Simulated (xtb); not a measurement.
C2H7ClSi3, SMILES Cl[Si@@H]1C=C[SiH2][SiH2]1. All values are semi-empirical tight-binding results from xtb (GFN2-xTB unless named), good for trends rather than for accurate numbers. The structure is a stationary point at GFN2-xTB. The structure was generated by enumeration; whether it is a known compound was not checked.

Optimised geometry:

Bonded distances (Å): Cl1–Si2 2.044, Si2–C3 1.898, Si2–Si6 2.322, Si2–H7 1.468, C3–C4 1.333, C3–H8 1.086, C4–Si5 1.897, C4–H9 1.085, Si5–Si6 2.324, Si5–H10 1.470, Si5–H11 1.470, Si6–H12 1.468, Si6–H13 1.469. Bond angles (°): Cl1–Si2–C3 107.1, Cl1–Si2–Si6 115.0, Cl1–Si2–H7 104.4, C3–Si2–Si6 98.9, C3–Si2–H7 108.2, Si6–Si2–H7 122.1, Si2–C3–C4 123.4, Si2–C3–H8 117.6, C4–C3–H8 119.0, C3–C4–Si5 123.7, C3–C4–H9 118.8, Si5–C4–H9 117.4, C4–Si5–Si6 98.7, C4–Si5–H10 107.7, C4–Si5–H11 107.7, Si6–Si5–H10 118.4, Si6–Si5–H11 117.6, H10–Si5–H11 105.7, Si2–Si6–Si5 95.2, Si2–Si6–H12 115.4, Si2–Si6–H13 112.4, Si5–Si6–H12 115.5, Si5–Si6–H13 114.4, H12–Si6–H13 104.3.

```yaml
orbital_gap: 2.78 eV
dipole_moment: 1.84 D
zero_point_energy: 46.4 kcal/mol
G − E(el) at 298.15 K (modified RRHO): 24.9 kcal/mol
static polarisability (D4 model): 116.1 bohr³
solvation energy, GFN2-xTB/ALPB(water): -1.4 kcal/mol
solvation energy, GFN2-xTB/ALPB(acetonitrile): -4.1 kcal/mol
```

Question: Give the atomic charges and the Wiberg bond orders between heavy atoms. (An estimate is asked for; the answer gives what the named calculation found.)

Answer: charges (e) Cl1 -0.31, Si2 0.42, C3 -0.15, C4 -0.15, Si5 0.36, Si6 0.29, H7 -0.08, H8 0.02, H9 0.02, H10 -0.10, H11 -0.11, H12 -0.11, H13 -0.12. Bond orders Cl1–Si2 1.03, Si2–C3 0.91, C3–C4 1.96, C4–Si5 0.90, Si2–Si6 0.83, Si5–Si6 0.85.
